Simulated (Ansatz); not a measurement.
Frontier orbitals of C₆H₁₃GeN, SMILES `C=CC[N]([GeH3])CC=C`.

Total charge 0; spin multiplicity 1. Correlated methods include outer-core shells of Ge, which these sets cover unevenly. Scalar relativity is left out up to krypton. Geometry: relaxed with PBE0-D4/def2-TZVP. It is one conformer, not always the lowest. Basis def2-TZVPP, Ansatz 0.2.0.

```json
{"functional": "PBE", "HOMO (eV)": "-4.95", "LUMO (eV)": "-0.88", "gap (eV)": "4.07"}
{"functional": "BLYP", "HOMO (eV)": "-4.83", "LUMO (eV)": "-0.75", "gap (eV)": "4.08"}
{"functional": "r2SCAN", "HOMO (eV)": "-5.18", "LUMO (eV)": "-0.64", "gap (eV)": "4.54"}
{"functional": "PBE0", "HOMO (eV)": "-6.22", "LUMO (eV)": "0.16", "gap (eV)": "6.38"}
{"functional": "B3LYP", "HOMO (eV)": "-6.01", "LUMO (eV)": "-0.08", "gap (eV)": "5.93"}
{"functional": "BHLYP", "HOMO (eV)": "-7.45", "LUMO (eV)": "1.27", "gap (eV)": "8.72"}
{"functional": "CAM-B3LYP", "HOMO (eV)": "-7.57", "LUMO (eV)": "1.29", "gap (eV)": "8.86"}
{"functional": "LC-ωPBE", "HOMO (eV)": "-8.87", "LUMO (eV)": "2.49", "gap (eV)": "11.36"}
{"functional": "ωB97M-V", "HOMO (eV)": "-8.50", "LUMO (eV)": "2.21", "gap (eV)": "10.71"}
```

A quarter of exact exchange (PBE0) shifts PBE's HOMO by −1.28 eV and its LUMO by +1.04 eV; full exchange at long range (ωB97M-V) shifts them by −3.55 and +3.09 eV. The gap opens from 4.07 to 10.71 eV, since occupied levels lose self-interaction and empty ones feel all the electrons. A positive LUMO is unbound and depends on the basis.

B3LYP here is the variant with VWN-RPA as its local correlation; programs differ in this. LC-ωPBE has ω = 0.4 bohr⁻¹.
